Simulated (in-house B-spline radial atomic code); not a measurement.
Atomic self-consistent-field run: V II (V+) (an excited or competing configuration). Level of theory: scalar-relativistic (X2C) PBE, spin-polarised, spherical fractional occupations, Fermi nucleus of rms radius 3.6002 fm; calculated with a B-spline radial code for spherical atoms.

Command:
```bash
python run_scf.py task.json out
```
Settings (nuclear radius in fm, mass in u):
```
Z                23
configuration    [Ar] 3d3 4s1
hamiltonian      x2c
method           pbe,pbe
spin_polarised   True
nucleus          fermi
rms_radius       3.6002
atomic_mass      50.94396
speed_of_light   137.035999084
```

Output (hartree, bohr):
```
 radial grid: 82 intervals, B-splines of order 8, outer radius 60 bohr

 iter        energy (Eh)    residual
    1        -942.414529    3.18e-01
    2        -945.060039    3.45e-01
    3        -948.521138    5.40e-02
    4        -948.689299    1.30e-02
    5        -948.694940    2.86e-03
    6        -948.695168    2.77e-03
    7        -948.695436    6.99e-04
    8        -948.695454    1.57e-05
    9        -948.695454    9.27e-07
   10        -948.695454    6.52e-08

 total energy                      -948.69545
 kinetic                             958.7640
 electron-nucleus                  -2253.7064
 Hartree                             391.4208
 exchange-correlation                -45.1739

 orbital      occ     eigenvalue          <r>       <r^2>       <1/r>       r_max
 1s up      1.000      -197.2701     0.066163  0.00590031     23.0879     0.04318
 1s down    1.000      -197.2693    0.0661631   0.0059003     23.0878     0.04318
 2s up      1.000       -22.4105      0.30822    0.112381     4.83183      0.2556
 2s down    1.000       -22.3735     0.307854    0.112093     4.83764      0.2555
 2p up      3.000       -18.7526     0.274217    0.092698     4.70081      0.2081
 2p down    3.000       -18.7239     0.273801   0.0923839     4.70615      0.2079
 3s up      1.000        -2.8954     0.949098     1.03961     1.49013      0.8199
 3s down    1.000        -2.7860     0.949283     1.04005      1.4888        0.82
 3p up      3.000        -1.9337      1.01707     1.21928     1.35092      0.8456
 3p down    3.000        -1.8246      1.01776     1.22144     1.34947      0.8457
 3d up      3.000        -0.5007      1.37034     2.45396    0.983517      0.8912
 4s up      1.000        -0.4243      2.98107     10.1194    0.438082       2.567
```

Time taken, with all properties: 0.18 s on 1 thread of Arm Neoverse V1, with other jobs on the host.
